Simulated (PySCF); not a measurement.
Structure from 2D NMR

Compound of formula C$_{6}$H$_{9}$N$_{3}$S. Correlations simulated from computed shifts and the bond graph:

HSQC (one-bond C–H):
```csv
δH,δC
6.63,117.2
2.67,18.2
2.58,34.7
1.51,17.1
```

COSY cross peaks (H two or three bonds apart, from the bond graph; peaks can be absent where the dihedral angle is near 90°):
```csv
δH,δH
2.58,1.51
```

HMBC (two and three bonds, from the bond graph):
```csv
δH,δC
6.63,"171.7, 164.6, 34.7"
2.67,171.7
2.58,"164.6, 117.2, 17.1"
1.51,"164.6, 34.7"
```

Carbons without hydrogens: δ 171.7, 164.6.

- σ from GIAO-B3LYP/pcSseg-1
- PBE0-D3(BJ)/def2-SVP structure
- program: PySCF 2.14.0 with density-fitted response routines
- isolated molecule, non-relativistic, single conformer, rapidly exchanging positions averaged

Chemical shifts δ = σref − σ; 1H, 13C against TMS, all at this level.

Exchangeable hydrogens are left out of these lists.

Question: Assemble the structure.

Answer: `InChI=1S/C6H9N3S/c1-3-5-4-6(10-2)8-9-7-5/h4H,3H2,1-2H3`.

Structure with atom numbers: `[CH3:1][CH2:2][c:3]1[cH:4][c:5]([S:6][CH3:7])[n:8][n:9][n:10]1`. Hydrogens are named by the atom that carries them.

1. δC 171.7 is C5, an aromatic carbon bearing sulfur.
2. δC 164.6 is C3, a substituted aromatic carbon next to a ring nitrogen.
3. δC 117.2 is C4, an aromatic CH (δH 6.63).
4. δC 34.7 is C2, an sp3 CH2 on an aromatic ring (δH 2.58).
5. δC 18.2 is C7, a methyl carbon bonded to S (δH 2.67).
6. δC 17.1 is C1, a methyl carbon (δH 1.51).
7. HMBC from δH 6.63 reaches the proton-free carbons C5, C3.
8. HMBC from δH 2.67 reaches the proton-free carbon C5.
9. HMBC from δH 2.58 reaches the proton-free carbon C3.
10. HMBC from δH 1.51 reaches the proton-free carbon C3.
11. COSY links 2.58–1.51.

The data come from this structure; uniqueness wasn't tested.

Shifts are as computed. Against solution values, carbons near 30 ppm lie about +2 ppm off and those near 130 ppm about +6 ppm. Of 1313 compounds with measured shifts, 239 miss one by over three times the rms of a fit or turn the order of signals round; such compounds aren't used in these exercises.
